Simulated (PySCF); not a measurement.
**Unknowns**

PySCF 2.14 calculation with spin–spin couplings from B3LYP/pcJ-1 (spin–dipole term left out of most H,H and C,H couplings), PBE0/pcSseg-1 with gauge-including orbitals and structure optimised with GFN2-xTB; single conformer, gas phase, averaged over atoms made equivalent by symmetry, fast rotation or ring inversion, no relativistic terms.

δ = σ(ref) − σ, references computed at the same level: TMS for ¹H, ¹³C. Multiplet labels drop J under 1 Hz and among equivalent protons, and merge close values. Unscaled 3J(H,H) run several per cent high. Where no couplings were computed, multiplicities follow the n + 1 count of equivalent neighbours, and m marks all less simple cases (inequivalent or close neighbours, rings, F or P nearby). Shifts are as computed. Against solution values, carbons near 30 ppm lie about +3 ppm off and those near 130 ppm about +5 ppm. Of 1211 compounds with measured shifts, 218 miss one by over three times the rms of a fit or turn the order of signals round; such compounds aren't used in these exercises.

**Question.** C6H10N2Si. ¹H NMR (500 MHz, computed): δ 7.61 (m, 1H), 6.11 (m, 1H), 5.95 (m, 1H), 5.15 (q, 1H), 4.05 (d, 3H), 2.28 (s, 3H). ¹³C{¹H} NMR (computed): δ 170.2 (C), 135.6 (CH), 131.0 (CH2), 124.4 (C), 36.0 (CH), 27.6 (CH3). What is it?

**Answer.** SMILES C=C/C(C)=N\[C@@H]([SiH3])C#N. The formula gives 4 degrees of unsaturation (no ring in the answer). 6 carbon signals for 6 carbons: no two carbons are equivalent. Carbon types of the structure: 2 × C, 2 × CH, 1 × CH2, 1 × CH3, leaving 3 H on heteroatoms. δC 170.2: C=N carbon. δC 135.6: alkene CH; the olefinic region. δC 131.0: terminal =CH2 carbon; the olefinic region. δC 124.4: nitrile carbon; C≡N carbons fall here, among the sp2 signals but without a proton.

The shifts were computed for this structure.

**Question.** C5H10O. ¹H NMR (600 MHz, computed): δ 3.88 (q, J = 7.3 Hz, 2H), 2.73 (tt, J = 7.1, 3.4 Hz, 1H), 1.24 (t, J = 7.3 Hz, 3H), 0.54 (m, 2H), 0.38 (m, 2H). ¹³C{¹H} NMR (computed): δ 71.2, 55.1, 17.4, 7.5. Identify the compound.

**Answer.** `InChI=1S/C5H10O/c1-2-6-5-3-4-5/h5H,2-4H2,1H3`. The formula gives 1 degree of unsaturation (1 ring in the answer). 4 carbon signals for 5 carbons: some carbons are equivalent by symmetry or fast rotation. Carbon types of the structure: 1 × CH, 3 × CH2, 1 × CH3, which accounts for all hydrogens. δC 71.2: sp3 CH2 bonded to O; pulled downfield by the heteroatom. δC 17.4: methyl carbon; saturated and bonded to C and H only. δH 3.88: hydrogen on an sp3 CH2 bonded to O; its carbon carries O, an electronegative neighbour. δH 2.73, 0.54, 0.38: hydrogen on a three-membered-ring carbon. The protons at 1.24 and 3.88 share a coupling of 7.3 Hz (vicinal).

The shifts were computed for this structure.
